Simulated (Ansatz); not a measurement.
A structure relaxed at B3LYP-D4/def2-SVPD in Ansatz, charge -1, singlet:

```csv
atom,x (Å),y (Å),z (Å)
Cu1,0.974,-0.027,0.528
Cu2,0.322,0.645,-1.624
Cu3,-1.393,-0.617,-0.145
O4,-1.398,0.106,-1.803
O5,-0.370,-1.104,1.425
O6,1.854,1.022,-0.636
O7,0.011,-0.024,2.256
```

Give its formula.

the cluster Cu₃O₄⁻.

Summarise the bond lengths by kind (pairs closer than 1.2 times the sum of covalent radii, bridged metal pairs left out).

7 × Cu–O 1.80 to 1.98 Å; 1 × O–O 1.41 Å.

The structure holds 1 bond(s) between oxygen atoms. The restricted singlet is unstable towards broken spin symmetry at other levels; at B3LYP-D4/def2-SVPD this wasn't settled. The relaxation made no stability test and no search for a lower SCF solution. No other spin state of charge -1 was run. Another isomer (singlet) lies 0.94 eV lower at PBE-D4/def2-TZVPD; other spin states weren't run for this one.
